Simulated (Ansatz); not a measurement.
Two structures of BSiHCl6, singlet, reached by relaxing down either side of one saddle point (PBE0-D4/def2-TZVP). Energies are electronic, without zero-point energy. Program: Ansatz 0.2.0. Basis: def2-TZVPP and def2-QZVPP. Cores are frozen in the correlated methods. Extrapolation: Hartree–Fock as exp(−7.88 √X), correlation as X^−2.97. First:

```tsv
atom	x (Å)	y (Å)	z (Å)
B1	-2.0748	-0.6548	0.5817
Cl2	-1.0437	-1.6224	1.5900
Cl3	-2.6735	-1.2984	-0.9171
Cl4	-2.4954	0.9591	1.0641
Si5	1.5560	0.5102	-0.4998
H6	0.1895	0.3505	-1.0183
Cl7	1.4900	1.4303	1.3062
Cl8	2.4212	-1.3144	-0.3081
Cl9	2.6306	1.6398	-1.7987
```

Second:

```csv
atom,x (Å),y (Å),z (Å)
B1,-2.1310,0.5929,-0.1441
Cl2,0.3399,-1.6253,0.8221
Cl3,-2.5889,-0.3473,-1.5273
Cl4,-2.9930,0.4479,1.3537
Si5,1.7912,-0.4084,0.1069
H6,-1.2264,1.3563,-0.2275
Cl7,1.7907,1.3176,1.1585
Cl8,3.5839,-1.3195,0.2993
Cl9,1.4335,-0.0142,-1.8416
```

(1) Which bonds change from the first to the second?

(2) Give the saddle point's structure and its height above each. (An estimate is asked for; the value comes from the calculation.)

T1 diagnostic: at most 0.011.

Answers

(1) SiHCl₃ ([Cl][SiH]([Cl])[Cl]) + BCl₃ ([Cl][B]([Cl])[Cl]) → SiCl₄ ([Cl][Si]([Cl])([Cl])[Cl]) + BHCl₂ ([Cl][BH][Cl]); bonds formed: B1–H6, Cl2–Si5; bonds broken: B1–Cl2, Si5–H6.

(2) The calculation gives: 1.275 eV above the first and 1.461 eV above the second (CCSD(T) at an estimated basis limit (MP2 extrapolated from triple and quadruple zeta, plus CCSD(T) − MP2 in triple zeta)).
B1  (-1.384, -0.175, 0.096)
Cl2  (-0.370, -1.372, 1.162)
Cl3  (-2.108, -0.958, -1.323)
Cl4  (-2.345, 0.967, 1.051)
Si5  (1.132, 0.084, -0.057)
H6  (-0.403, 0.562, -0.390)
Cl7  (1.508, 1.390, 1.429)
Cl8  (2.484, -1.437, -0.084)
Cl9  (1.486, 0.939, -1.885)
(Å)

Ligand swaps between two centres remove the fluorinated layer in thermal atomic layer etching, and scramble precursors in the gas phase.

Labels in which every atom is bracketed show which atoms are joined, not bond orders.

For scale, one of the runs: CCSD(T)/def2-TZVPP, 339 basis functions, launched by `ansatz run in.yaml --threads 4 --pin off --events-out ev --progress --plain --max-ram 63488MiB --backend cuda --devices 0, --max-vram 37GiB`. Hardware: 4 CPU threads of an AMD EPYC 7R13 and a share of one NVIDIA H100, shared host. Wall time 11 s; peak host memory 0.88 GiB.
